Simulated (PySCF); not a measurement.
MoBr4: Mo(IV) (d2), charge 0. The structure is a PBE0-D3(BJ)/def2-SVP geometry optimised for multiplicity 3; coordination tetrahedral, point group Td, metal–donor distances 2.37 Å.

The d shell alone is too small an active space for MoBr4 (an active orbital has only 0.63 squared overlap with the free ion's shell): its levels, fitted parameters, g values and moments show what this model gives and aren't sound predictions.

```
5

Mo    0.0000    0.0000    0.0000
Br    1.3704    1.3704    1.3704
Br   -1.3704    1.3704   -1.3704
Br    1.3704   -1.3704   -1.3704
Br   -1.3704   -1.3704    1.3704
```

Method (PySCF 2.14, density fitting): CASSCF(2,5) with orbitals averaged over all microstates of the shell, strongly contracted NEVPT2 on the averaged canonical orbitals; basis x2c-TZVPall on the metal, x2c-SVPall elsewhere; spin-free X2C; gas phase; spin-orbit coupling by state interaction with the mean-field operator over all roots.

Question: Which term lies lowest, and with what spin?

Answer: 3A2 (S = 1, orbital degeneracy 1), with 2.0 electrons in the lower (e-type) set and 0.0 in the upper (t2-type) set, by NEVPT2.

Question: Where do the spin-allowed transitions within the shell lie?

Answer: By NEVPT2: 3T2 at 11180 cm⁻¹ (894 nm); 3T1 at 14870 cm⁻¹ (673 nm); 3T1 at 23182 cm⁻¹ (431 nm). The strongest, at 14870 cm⁻¹, has f = 2.3e-02.

Question: Which is the lowest state of another spin?

Answer: 1E at 7514 cm⁻¹ by NEVPT2; CASSCF alone puts it at 9027 cm⁻¹ above the same ground state.

Question: Give the fitted ligand-field and repulsion parameters.

Answer: At CASSCF level (the NEVPT2 levels don't fit a ligand-field model well): orbital energies 0, 0, 9604, 9604, 9604 cm⁻¹; 10Dq = 9604 cm⁻¹; B = 514 cm⁻¹; C = 2192 cm⁻¹; B over its free-ion value at the same level 0.594; the fit misses the states by 616 cm⁻¹ rms, so splittings below that are unsure; spin-orbit coupling on the heavy ligands mixes in, so no single ζ describes it.

Question: What magnetic behaviour follows?

Answer: The ground multiplet follows a spin Hamiltonian with S = 1, g = 1.875, 1.875, 1.875, D = 0 (spin-orbit part alone); the lowest levels hold 99 % of the spin-free ground state. μeff is 2.69 μB at 300 K and 2.65 μB at 10 K; the spin-only value is 2.83 μB.

No frequencies were computed for the optimised geometry. Charge-transfer states lie outside this active space and may come lower than some of these levels. NEVPT2 on the d shell alone tends to put d–d bands too high for such charged or covalently bound ions.

The job took 45 s on one thread of Arm Neoverse V1 (shared host), with 191 basis functions and a peak of 0.76 GiB, launched as `OMP_NUM_THREADS=1 python lf_run.py task.json out`.
